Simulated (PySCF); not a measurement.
C3H5O (SMILES [CH2-]C(C)=O), charge -1, singlet, geometry from GFN2-xTB (in this run its highest filled SCF level lies above zero, so its values depend strongly on the basis, on diffuse functions most of all), atoms displaced at random by about 0.08 Å a coordinate; PySCF with PBE0/6-31G, gradient by finite differences.

Here is a job for PySCF.
```python
from pyscf import gto, scf, dft

mol = gto.M(
    atom='''
O    -0.463131   -0.020916    1.377176
C    -0.111765    0.064867    0.111658
C     0.329325    1.210799   -0.595756
C     0.335720   -1.240931   -0.555875
H     0.920175   -1.703957    0.243944
H     0.118488    2.178661   -0.202137
H     0.708141    1.297786   -1.541299
H     0.841287   -1.190600   -1.484880
H    -0.593737   -1.729704   -0.719169
''',
    basis='6-31g',
    charge=-1,
    spin=0,
    verbose=4,
)

mf = dft.RKS(mol)
mf.xc = 'pbe0'
mf.conv_tol = 1e-11
mf.kernel()
scan, done = mf.as_scanner(), []
scan.scf_summary = {}
def energy(d):
    c = mol.atom_coords()
    c[7, 2] += d
    e = scan(mol.set_geom_(c, unit='Bohr', inplace=False))
    done.append(scan.converged)
    return e
h = 0.2
fd = (energy(h) - energy(-h)) / (2 * h)
print('dE/dx =', fd)
```

Output, abridged:

```
PySCF version 2.14.0

[INPUT] verbose = 4
[INPUT] num. atoms = 9
[INPUT] num. electrons = 32
[INPUT] charge = -1
[INPUT] spin (= nelec alpha-beta = 2S) = 0
[INPUT] symmetry False subgroup None
[INPUT] Mole.unit = angstrom
[INPUT] Symbol           X                Y                Z      unit          X                Y                Z       unit  Magmom
[...]
nuclear repulsion = 110.970589014031
number of shells = 30
number of NR pGTOs = 108
number of NR cGTOs = 46
basis = 6-31g
ecp = {}

******** <class 'pyscf.dft.rks.RKS'> ********
method = RKS
initial guess = minao
damping factor = 0
level_shift factor = 0
DIIS = <class 'pyscf.scf.diis.CDIIS'>
diis_start_cycle = 1
diis_space = 8
diis_damp = 0
SCF conv_tol = 1e-11
SCF conv_tol_grad = None
SCF max_cycles = 50
direct_scf = True
direct_scf_tol = 1e-13
XC library pyscf.dft.libxc version 7.1.2
    S. Lehtola, C. Steigemann, M. J. T. Oliveira, and M. A. L. Marques,  SoftwareX 7, 1–5 (2018)
XC functionals = pbe0
    C. Adamo and V. Barone,  J. Chem. Phys. 110, 6158 (1999)
    M. Ernzerhof and G. E. Scuseria,  J. Chem. Phys. 110, 5029 (1999)
radial grids:
    Treutler-Ahlrichs [JCP 102, 346 (1995); DOI:10.1063/1.469408] (M4) radial grids

becke partition: Becke, JCP 88, 2547 (1988); DOI:10.1063/1.454033
pruning grids: <function nwchem_prune>
grids dens level: 3
symmetrized grids: False
atomic radii adjust function: <function treutler_atomic_radii_adjust>
small_rho_cutoff = 0
Set gradient conv threshold to 3.16228e-06
Initial guess from minao.
tot grids = 105480
init E= -192.489102516243
[...]
cycle= 1 E= -192.041766535207  delta_E= 0.447  |g|= 0.898  |ddm|= 2.77
[...]
cycle= 2 E= -191.475717420078  delta_E= 0.566  |g|= 1.84  |ddm|= 5.39
[...]
cycle= 3 E= -192.193393029622  delta_E= -0.718  |g|= 0.35  |ddm|= 4.61
[...]
cycle= 4 E= -192.224799622068  delta_E= -0.0314  |g|= 0.0988  |ddm|= 0.515
[...]
cycle= 5 E= -192.226846509951  delta_E= -0.00205  |g|= 0.0436  |ddm|= 0.135
[...]
cycle= 6 E= -192.227367191727  delta_E= -0.000521  |g|= 0.00661  |ddm|= 0.0522
[...]
cycle= 7 E= -192.227379984629  delta_E= -1.28e-05  |g|= 0.00126  |ddm|= 0.0144
[...]
cycle= 8 E= -192.227380397621  delta_E= -4.13e-07  |g|= 0.000247  |ddm|= 0.00226
[...]
cycle= 9 E= -192.227380415539  delta_E= -1.79e-08  |g|= 3.11e-05  |ddm|= 0.000442
[...]
cycle= 10 E= -192.227380415932  delta_E= -3.93e-10  |g|= 3.58e-06  |ddm|= 0.000121
[...]
cycle= 11 E= -192.227380415939  delta_E= -7.11e-12  |g|= 7.1e-07  |ddm|= 1.61e-05
[...]
Extra cycle  E= -192.227380415939  delta_E= 4.55e-13  |g|= 9.48e-07  |ddm|= 2.76e-06
converged SCF energy = -192.227380415939
Create scanner for <class 'pyscf.dft.rks.RKS'>

WARN: Mole.unit (angstrom) is changed to Bohr

New geometry
   1 O     -0.463131000000  -0.020916000000   1.377176000000 AA   -0.875190749796  -0.039525511621   2.602485465324 Bohr
   2 C     -0.111765000000   0.064867000000   0.111658000000 AA   -0.211205240312   0.122580864522   0.211003039617 Bohr
   3 C      0.329325000000   1.210799000000  -0.595756000000 AA    0.622334055972   2.288078501897  -1.125815677066 Bohr
   4 C      0.335720000000  -1.240931000000  -0.555875000000 AA    0.634418854539  -2.345019729483  -1.050451509493 Bohr
   5 H      0.920175000000  -1.703957000000   0.243944000000 AA    1.738878736672  -3.220012058036   0.460987349731 Bohr
   6 H      0.118488000000   2.178661000000  -0.202137000000 AA    0.223909869047   4.117072608271  -0.381983569641 Bohr
   7 H      0.708141000000   1.297786000000  -1.541299000000 AA    1.338192547576   2.452460108295  -2.912632986066 Bohr
   8 H      0.841287000000  -1.190600000000  -1.379044557816 AA    1.589802022157  -2.249907923907  -2.606016527844 Bohr
   9 H     -0.593737000000  -1.729704000000  -0.719169000000 AA   -1.122000320021  -3.268666836565  -1.359032447277 Bohr

******** <class 'pyscf.scf.hf.RKS_Scanner'> ********
method = RKS_Scanner
initial guess = minao
damping factor = 0
level_shift factor = 0
DIIS = <class 'pyscf.scf.diis.CDIIS'>
diis_start_cycle = 1
[...]
[...]
cycle= 3 E= -192.215736444397  delta_E= -0.000191  |g|= 0.0113  |ddm|= 0.0557
[...]
cycle= 4 E= -192.215764139097  delta_E= -2.77e-05  |g|= 0.00158  |ddm|= 0.0118
[...]
cycle= 5 E= -192.21576476085  delta_E= -6.22e-07  |g|= 0.000444  |ddm|= 0.00198
[...]
cycle= 6 E= -192.215764804146  delta_E= -4.33e-08  |g|= 0.000141  |ddm|= 0.000532
[...]
cycle= 7 E= -192.215764809266  delta_E= -5.12e-09  |g|= 2.08e-05  |ddm|= 0.000219
[...]
cycle= 8 E= -192.215764809401  delta_E= -1.34e-10  |g|= 4.64e-06  |ddm|= 4.46e-05
[...]
cycle= 9 E= -192.215764809406  delta_E= -5.12e-12  |g|= 1.05e-06  |ddm|= 6.47e-06
[...]
Extra cycle  E= -192.215764809405  delta_E= 5.12e-13  |g|= 1.08e-06  |ddm|= 2.72e-06
converged SCF energy = -192.215764809405

WARN: Mole.unit (angstrom) is changed to Bohr

New geometry
   1 O     -0.463131000000  -0.020916000000   1.377176000000 AA   -0.875190749796  -0.039525511621   2.602485465324 Bohr
   2 C     -0.111765000000   0.064867000000   0.111658000000 AA   -0.211205240312   0.122580864522   0.211003039617 Bohr
   3 C      0.329325000000   1.210799000000  -0.595756000000 AA    0.622334055972   2.288078501897  -1.125815677066 Bohr
   4 C      0.335720000000  -1.240931000000  -0.555875000000 AA    0.634418854539  -2.345019729483  -1.050451509493 Bohr
   5 H      0.920175000000  -1.703957000000   0.243944000000 AA    1.738878736672  -3.220012058036   0.460987349731 Bohr
   6 H      0.118488000000   2.178661000000  -0.202137000000 AA    0.223909869047   4.117072608271  -0.381983569641 Bohr
   7 H      0.708141000000   1.297786000000  -1.541299000000 AA    1.338192547576   2.452460108295  -2.912632986066 Bohr
   8 H      0.841287000000  -1.190600000000  -1.590715442184 AA    1.589802022157  -2.249907923907  -3.006016527844 Bohr
   9 H     -0.593737000000  -1.729704000000  -0.719169000000 AA   -1.122000320021  -3.268666836565  -1.359032447277 Bohr

******** <class 'pyscf.scf.hf.RKS_Scanner'> ********
method = RKS_Scanner
initial guess = minao
damping factor = 0
level_shift factor = 0
DIIS = <class 'pyscf.scf.diis.CDIIS'>
diis_start_cycle = 1
diis_space = 8
diis_damp = 0
SCF conv_tol = 1e-11
SCF conv_tol_grad = None
SCF max_cycles = 50
direct_scf = True
direct_scf_tol = 1e-13
XC library pyscf.dft.libxc version 7.1.2
    S. Lehtola, C. Steigemann, M. J. T. Oliveira, and M. A. L. Marques,  SoftwareX 7, 1–5 (2018)
XC functionals = pbe0
    C. Adamo and V. Barone,  J. Chem. Phys. 110, 6158 (1999)
    M. Ernzerhof and G. E. Scuseria,  J. Chem. Phys. 110, 5029 (1999)
radial grids:
    Treutler-Ahlrichs [JCP 102, 346 (1995); DOI:10.1063/1.469408] (M4) radial grids

becke partition: Becke, JCP 88, 2547 (1988); DOI:10.1063/1.454033
pruning grids: <function nwchem_prune>
grids dens level: 3
symmetrized grids: False
atomic radii adjust function: <function treutler_atomic_radii_adjust>
small_rho_cutoff = 0
Set gradient conv threshold to 3.16228e-06
tot grids = 105480
init E= -192.192330947255
[...]
cycle= 1 E= -192.224487827019  delta_E= -0.0322  |g|= 0.0533  |ddm|= 0.205
[...]
cycle= 2 E= -192.224229070587  delta_E= 0.000259  |g|= 0.0721  |ddm|= 0.24
[...]
cycle= 3 E= -192.225422266069  delta_E= -0.00119  |g|= 0.0247  |ddm|= 0.128
[...]
cycle= 4 E= -192.225556092264  delta_E= -0.000134  |g|= 0.00326  |ddm|= 0.0265
[...]
cycle= 5 E= -192.225558727638  delta_E= -2.64e-06  |g|= 0.000997  |ddm|= 0.00415
[...]
cycle= 6 E= -192.225558937751  delta_E= -2.1e-07  |g|= 0.000385  |ddm|= 0.00121
[...]
cycle= 7 E= -192.225558975508  delta_E= -3.78e-08  |g|= 5.67e-05  |ddm|= 0.000518
[...]
cycle= 8 E= -192.225558976452  delta_E= -9.43e-10  |g|= 1.84e-05  |ddm|= 0.000108
[...]
cycle= 9 E= -192.225558976541  delta_E= -8.97e-11  |g|= 2.11e-06  |ddm|= 2.21e-05
[...]
cycle= 10 E= -192.225558976543  delta_E= -1.25e-12  |g|= 4.14e-07  |ddm|= 5.43e-06
[...]
Extra cycle  E= -192.225558976542  delta_E= 9.09e-13  |g|= 8.05e-07  |ddm|= 2.16e-06
converged SCF energy = -192.225558976542
dE/dx = 0.024485417840907076
```
